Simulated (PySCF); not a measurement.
TeH at TPSSh

Computed with TPSSh; PySCF, spin-free X2C with a Gaussian nucleus, basis sets Te x2c-TZVPPall, H x2c-TZVPPall.

```
state                                           : ²Π (doublet), unpaired electrons π ↑
bond length                                     : 1.662 Å
harmonic wavenumber                             : 2137 cm⁻¹
force constant                                  : 2.69 mdyn/Å
rotational constant Be                          : 6.101 cm⁻¹
anharmonicity ωexe                              : 31.7 cm⁻¹
vibration–rotation constant αe                  : 0.148 cm⁻¹
well depth De to Te + H                         : 3.08 eV
dissociation energy D0                          : 2.95 eV
bond order (Mayer)                              : 1.02
dipole moment (positive dipole means Te(−)H(+)) : 0.13 D
```

These are scalar-relativistic numbers at best; spin–orbit coupling would shift them, the dissociation energy most. The state was picked by a PBE0 search and need not be the measured ground state.
